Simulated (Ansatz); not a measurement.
CH6NNbO2 (`[CH3][Nb]([NH2])(=[O])[OH]`), 11 atoms. The species carries charge 0 and has multiplicity 1. Correlated methods include outer-core shells of Nb, which these sets cover unevenly. Nb: def2 effective core potential. All runs use 4 threads of an Arm Neoverse V1 on a shared host. Correlated methods freeze the cores.

(1) Give the basis size and wall time and peak host memory of each of these runs in Ansatz. RHF-CCSD(T)/def2-SVP energy; direct RPA on PBE orbitals/def2-TZVPP energy; RKS HSE06 (plane-wave form)-D4/def2-TZVPP energy; RKS PBE-QIDH (frozen core)/def2-TZVPP energy; RKS B97M-V/def2-TZVPP energy; RKS PBE0-D4/def2-TZVP frequencies; RKS PBE0-D4/def2-QZVPP energy; RKS revPBE-D4/def2-TZVPP energy; RHF-MP2/def2-QZVPP energy; RKS ωB97M-V/def2-QZVPP energy; RKS PBE0-D4/def2-TZVP relaxation (7 steps); RKS ωB97M-V/def2-SVP energy. (An estimate is asked.)

## Answers

(1) Ansatz gave: Other jobs shared the machine, so times are rough.

| level | job | functions | wall time | peak host memory (GiB) |
| --- | --- | --- | --- | --- |
| RKS revPBE-D4/def2-TZVPP | energy | 264 | 2.5 s | 0.33 |
| RKS HSE06 (plane-wave form)-D4/def2-TZVPP | energy | 264 | 3.8 s | 0.66 |
| RKS ωB97M-V/def2-SVP | energy | 117 | 7 s | 0.39 |
| RKS PBE-QIDH (frozen core)/def2-TZVPP | energy | 264 | 7.5 s | 0.72 |
| direct RPA on PBE orbitals/def2-TZVPP | energy | 264 | 8 s | 0.74 |
| RKS PBE0-D4/def2-QZVPP | energy | 489 | 10 s | 1.6 |
| RKS B97M-V/def2-TZVPP | energy | 264 | 13 s | 0.45 |
| RHF-CCSD(T)/def2-SVP | energy | 117 | 18 s | 0.8 |
| RKS ωB97M-V/def2-QZVPP | energy | 489 | 24 s | 2 |
| RKS PBE0-D4/def2-TZVP | relaxation (7 steps) | 200 | 29 s | 0.5 |
| RHF-MP2/def2-QZVPP | energy | 489 | 44 s | 3 |
| RKS PBE0-D4/def2-TZVP | frequencies | 200 | 3 min | 0.5 |
